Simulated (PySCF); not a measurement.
**Correlation energy of Mo (molybdenum, neutral)**

[Kr] 4d5 5s1, high-spin 7S determinant. Computed with PySCF 2.14 in def2-QZVPPD with the def2 core potential (28 electrons) (7s5p4d3f2g, 81 functions), with scalar relativity through the core potential. Frozen: 4s2 4p6; 6 electrons correlated.

```csv
level,correlation energy (mhartree)
CCSD,-90.00
(T),-2.67
CCSD(T),-92.67
```

Diagnostics: T1 = 0.011, D1 = 0.0332, largest double amplitude 0.021.

Cost of the coupled-cluster step: roughly 13 core-seconds, for 6 correlated electrons.
